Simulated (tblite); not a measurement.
Compound: C₆H₁₁BF (doublet state).
Atom-mapped SMILES: `[CH2:1]=[CH:2][CH2:3][BH:4][CH:5][CH2:6][CH2:7][F:8]` (hydrogens: H9, H10 on C1; H11 on C2; H12, H13 on C3; H14 on B4; H15 on C5; H16, H17 on C6; H18, H19 on C7)
Bond orders are those of one Lewis drawing.

Computed with GFN2-xTB (tblite), gas phase: L-BFGS steps from a force-field or distance-geometry start until the largest atomic force falls under 0.01 eV/Å.

Step 129: E = -661.5477 eV
```
atom  x, y, z in Å  |  force x, y, z in eV/Å
C1      3.0166    1.1358    0.0664   -0.006  -0.015   0.011
C2      2.2821    0.1137    0.4878    0.003  -0.021   0.013
C3      1.8568   -1.0319   -0.3615   -0.042  -0.014  -0.021
B4      0.4292   -0.4615   -0.8281   -0.002  -0.016  -0.019
C5     -0.7382   -0.5448    0.1016   -0.002   0.013  -0.041
C6     -2.1657   -0.4264   -0.2958    0.001  -0.012   0.011
C7     -2.8860    0.6407    0.5336    0.009  -0.010   0.004
F8     -4.2197    0.6759    0.2081   -0.006  -0.009   0.000
H9      3.3823    1.1876   -0.9456    0.002   0.016   0.008
H10     3.2901    1.9436    0.7234    0.028   0.024  -0.017
H11     1.9213    0.0953    1.5074    0.000   0.033   0.023
H12     1.7985   -1.9425    0.2305    0.003  -0.004  -0.001
H13     2.5485   -1.1858   -1.1863   -0.011   0.007  -0.004
H14     0.3456    0.0515   -1.8798    0.003  -0.009   0.028
H15    -0.6076   -0.7338    1.1633   -0.025   0.006  -0.029
H16    -2.6854   -1.3757   -0.1107    0.006  -0.004  -0.015
H17    -2.2653   -0.1895   -1.3569    0.034   0.001   0.037
H18    -2.4850    1.6386    0.3310    0.009  -0.007   0.009
H19    -2.8279    0.4184    1.6044   -0.005   0.021   0.004
```

Step 130: E = -661.5482 eV
```
atom  x, y, z in Å  |  force x, y, z in eV/Å
C1      3.0142    1.1346    0.0559   -0.004  -0.026   0.005
C2      2.2852    0.1133    0.4895    0.013  -0.012   0.015
C3      1.8563   -1.0366   -0.3517   -0.039  -0.018  -0.021
B4      0.4349   -0.4579   -0.8243   -0.022  -0.012  -0.023
C5     -0.7371   -0.5391    0.0996   -0.002   0.019  -0.015
C6     -2.1631   -0.4179   -0.3024    0.005  -0.010   0.010
C7     -2.8912    0.6347    0.5386   -0.002  -0.004   0.003
F8     -4.2248    0.6689    0.2098    0.010  -0.014  -0.003
H9      3.3713    1.1798   -0.9595    0.001   0.016   0.002
H10     3.2930    1.9475    0.7036    0.026   0.029  -0.003
H11     1.9334    0.0998    1.5124   -0.005   0.033   0.019
H12     1.7902   -1.9432    0.2455    0.006  -0.003   0.003
H13     2.5483   -1.2001   -1.1739   -0.004   0.005  -0.010
H14     0.3593    0.0589   -1.8752    0.004  -0.015   0.033
H15    -0.6116   -0.7291    1.1621   -0.021   0.004  -0.043
H16    -2.6800   -1.3721   -0.1342    0.003   0.002  -0.013
H17    -2.2562   -0.1681   -1.3610    0.022   0.008   0.032
H18    -2.4953    1.6382    0.3511    0.009  -0.027   0.012
H19    -2.8366    0.3975    1.6066    0.000   0.026  -0.005
```

Step 131: E = -661.5486 eV
```
atom  x, y, z in Å  |  force x, y, z in eV/Å
C1      3.0204    1.1313    0.0492    0.010  -0.015  -0.007
C2      2.2912    0.1144    0.4919    0.011  -0.010   0.023
C3      1.8530   -1.0355   -0.3450   -0.022  -0.014  -0.014
B4      0.4363   -0.4504   -0.8193   -0.040  -0.007  -0.024
C5     -0.7392   -0.5368    0.0990   -0.003   0.019   0.024
C6     -2.1637   -0.4154   -0.3060    0.019  -0.004   0.000
C7     -2.8969    0.6293    0.5391   -0.029  -0.002  -0.006
F8     -4.2315    0.6591    0.2118    0.012  -0.021  -0.010
H9      3.3683    1.1716   -0.9696    0.002   0.012  -0.003
H10     3.3105    1.9458    0.6897    0.018   0.027   0.009
H11     1.9481    0.1059    1.5181   -0.009   0.025   0.009
H12     1.7815   -1.9398    0.2543    0.007  -0.011   0.011
H13     2.5435   -1.2051   -1.1668    0.004   0.000  -0.018
H14     0.3650    0.0738   -1.8663    0.006  -0.013   0.023
H15    -0.6187   -0.7316    1.1615   -0.008   0.003  -0.043
H16    -2.6783   -1.3715   -0.1481   -0.011  -0.019  -0.004
H17    -2.2503   -0.1588   -1.3623    0.003   0.020  -0.007
H18    -2.5075    1.6354    0.3564    0.025  -0.006   0.007
H19    -2.8415    0.3878    1.6050    0.005   0.017   0.028
```

Step 132: E = -661.5489 eV
```
atom  x, y, z in Å  |  force x, y, z in eV/Å
C1      3.0138    1.1321    0.0360    0.004  -0.029  -0.001
C2      2.2948    0.1135    0.4940    0.021   0.021   0.004
C3      1.8538   -1.0435   -0.3332    0.005  -0.006   0.005
B4      0.4426   -0.4546   -0.8161   -0.049  -0.007  -0.011
C5     -0.7375   -0.5299    0.0973   -0.005   0.012   0.043
C6     -2.1586   -0.4014   -0.3155   -0.004  -0.004   0.001
C7     -2.9018    0.6225    0.5477   -0.024   0.009   0.002
F8     -4.2346    0.6523    0.2113    0.034  -0.011  -0.003
H9      3.3493    1.1676   -0.9873   -0.002   0.005   0.008
H10     3.3087    1.9536    0.6662    0.004   0.007   0.008
H11     1.9614    0.1111    1.5238   -0.005   0.020  -0.006
H12     1.7771   -1.9414    0.2752    0.008  -0.007   0.004
H13     2.5467   -1.2235   -1.1512   -0.006  -0.001  -0.010
H14     0.3767    0.0654   -1.8647    0.010  -0.008   0.007
H15    -0.6260   -0.7231    1.1609    0.007   0.000  -0.041
H16    -2.6727   -1.3638   -0.1846    0.006   0.024  -0.006
H17    -2.2344   -0.1228   -1.3677   -0.015   0.020   0.016
H18    -2.5154    1.6363    0.3898    0.000  -0.070   0.012
H19    -2.8537    0.3589    1.6107    0.009   0.025  -0.032
```

Q: Estimate the geometry and energy of step 133. (The exact step hangs on the optimiser's Hessian estimate; all steps are aligned on step 132, rigid shifts and turns removed.)

A: E = -661.5493 eV, largest force 0.036 eV/Å
```
atom  x, y, z in Å  |  force x, y, z in eV/Å
C1      3.0227    1.1310    0.0407    0.011  -0.009  -0.001
C2      2.2980    0.1149    0.4938    0.005   0.009   0.004
C3      1.8522   -1.0376   -0.3378    0.009   0.001   0.010
B4      0.4373   -0.4531   -0.8151   -0.033  -0.007  -0.007
C5     -0.7409   -0.5335    0.1000   -0.002   0.006   0.035
C6     -2.1621   -0.4075   -0.3117    0.007   0.000  -0.003
C7     -2.9027    0.6238    0.5434   -0.027   0.006   0.003
F8     -4.2353    0.6516    0.2082    0.019  -0.007  -0.002
H9      3.3591    1.1698   -0.9821    0.002   0.003   0.003
H10     3.3215    1.9482    0.6750    0.003   0.005   0.004
H11     1.9631    0.1116    1.5231   -0.005   0.013  -0.004
H12     1.7797   -1.9380    0.2674    0.006  -0.013   0.006
H13     2.5432   -1.2135   -1.1586   -0.009  -0.001  -0.010
H14     0.3667    0.0684   -1.8622    0.010  -0.002  -0.004
H15    -0.6285   -0.7291    1.1625    0.013   0.000  -0.021
H16    -2.6774   -1.3669   -0.1730   -0.005  -0.007  -0.001
H17    -2.2391   -0.1357   -1.3647   -0.015   0.022  -0.013
H18    -2.5147    1.6340    0.3758    0.007  -0.029   0.006
H19    -2.8526    0.3709    1.6080    0.004   0.012  -0.004
```

The energy changes by -0.0004 eV. The first-order estimate −F·Δx gives -0.0005 eV and the mean of the old and new forces, exact on a quadratic surface, -0.0003 eV. The step makes an angle of 85° with the force vector and moves no atom by more than 0.016 Å.

What follows is the cost of the whole relaxation. Hardware: an Arm Neoverse V2 with one thread, no GPU, shared host with 96 logical CPUs at a one-minute load of 51. Cost: 0.89 s wall.
